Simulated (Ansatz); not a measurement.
Cl2F3HSi2 (`F[Si](F)(F)[SiH](Cl)Cl`). Charge 0, multiplicity 1.

```xyz
8

F    -1.807    1.045    0.998
Si   -0.855    0.786   -0.234
F    -1.730    0.200   -1.407
F    -0.293    2.185   -0.702
Si    0.878   -0.672    0.332
Cl    0.040   -2.441    0.908
Cl    2.039   -0.932   -1.325
H     1.728   -0.170    1.431
```

(1) What are the harmonic wavenumbers in cm⁻¹ at PBE0-D4/def2-TZVP (Ansatz, finite differences of forces, unscaled)? (Best estimate.)

(2) Is this a minimum?

(3) Give the ideal-gas thermochemistry at 298.15 K and 1 bar (rigid rotor, harmonic oscillator; point group Cs, symmetry number 1).

(4) Rotational constants (cm⁻¹)?

## Answers

(1) The calculation gave: 22, 68, 93, 150, 180, 219, 295, 316, 333, 476, 560, 596, 748, 779, 875, 974, 980, 2265.

(2) Yes, all 18 modes are real.

(3) Zero-point energy 59.4 kJ/mol; H(298) − E = 85.9 kJ/mol; entropy 416.8 J/(mol·K), of which translation 174.0, rotation 126.8, vibration 116.1; G(298) − E = -38.4 kJ/mol. Modes under 100 cm⁻¹ are hindered rotations or soft bends, so the harmonic entropy is rough.

(4) 0.05005, 0.02903, 0.022.
